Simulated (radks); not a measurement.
The numbers below are computed, except where a source is named.
All-electron atom: Sc2+ in [Ar] 3d1 (the NIST ground configuration). Code: a radial shooting solver on a logarithmic mesh with Libxc functionals. Model: Dirac Kohn-Sham, BLYP, spin-unpolarised, spherical densities, point nucleus; open shells are shared between the two j in proportion to 2j + 1.

Normalised radial functions P(r) = r R(r) (large component), r in bohr:

```
   r/bohr * 2p1/2, o 3s1/2, + 3d5/2 (the largest magnitude, 1.75, reaches the edge; | marks zero, & curves that meet)
 0.007306                             & o
 0.009362                             & o
    0.012                             +* o
  0.01537                             +* o
   0.0197                             + * o
  0.02525                             + * o
  0.03235                             +  * o
  0.04146                             +    &
  0.05312                             +   o   *
  0.06862                             +  o       *
  0.08794                             +o            *
   0.1127                           o |+                 *
   0.1444                        o    |+                     *
   0.1851                     o       | +                       *
   0.2371                    o        |  +                       *
   0.3039                      o      |   +                    *
   0.3894                           o |     +              *
    0.499                             |    o  +     *
   0.6395                             |       * + o
   0.8195                             |   *      +    o
     1.05                             |*          +   o
    1.356                             *          +o
    1.738                             *      o  +
    2.228                             *  o    +
    2.854                             *o   +
    3.658                             &  +
    4.687                             &+
    6.007                             &
```

2p1/2: eigenvalue -407.00 eV, 0 radial nodes, <r> = 0.306 bohr, 90 % of the charge inside 0.504 bohr. 3s1/2: eigenvalue -70.212 eV, 2 radial nodes at r = 0.0960, 0.424 bohr, <r> = 1.07 bohr, 90 % of the charge inside 1.61 bohr. 3d5/2: eigenvalue -17.907 eV, 0 radial nodes, <r> = 1.59 bohr, 90 % of the charge inside 2.71 bohr.
